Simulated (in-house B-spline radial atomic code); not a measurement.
A fraction x of an electron is removed from 4s in Mn, starting from [Ar] 3d5 4s2 and keeping the highest spin. Computed with a radial B-spline atomic code at the basis-set limit: non-relativistic LDA PW92, spin-polarised, spherical fractional occupations, point nucleus.

| x | E(x) - E(0) (eV) | 4s down level (eV) |
| --- | --- | --- |
| 0 | 0.0000 | -4.594 |
| 0.03 | 0.1404 | -4.764 |
| 0.17 | 0.8634 | -5.567 |
| 0.33 | 1.8284 | -6.498 |
| 0.41 | 2.3670 | -6.967 |
| 0.5 | 3.0178 | -7.496 |
| 0.59 | 3.7162 | -8.025 |
| 0.72 | 4.8091 | -8.787 |
| 0.78 | 5.3467 | -9.135 |
| 0.97 | 7.1844 | -10.177 |
| 1 | 7.4912 | - |

The exact functional would give a straight line between the two integer points. Deviations E(x) - E(0) - x[E(1) - E(0)], in eV: -0.084 at x = 0.03, -0.41 at x = 0.17, -0.644 at x = 0.33, -0.704 at x = 0.41, -0.728 at x = 0.5, -0.704 at x = 0.59, -0.585 at x = 0.72, -0.496 at x = 0.78, -0.082 at x = 0.97.

The curve lies below the straight line by up to 0.728 eV (at x = 0.5): convex, the delocalisation error that favours fractional charges.

(1) How well does Slater's transition state (minus the level at half occupation) give the ionisation energy?

Results:

(1) It gives 7.496 eV against 7.491 eV from the two total energies; NIST lists 7.43 eV, ground level to ground level.
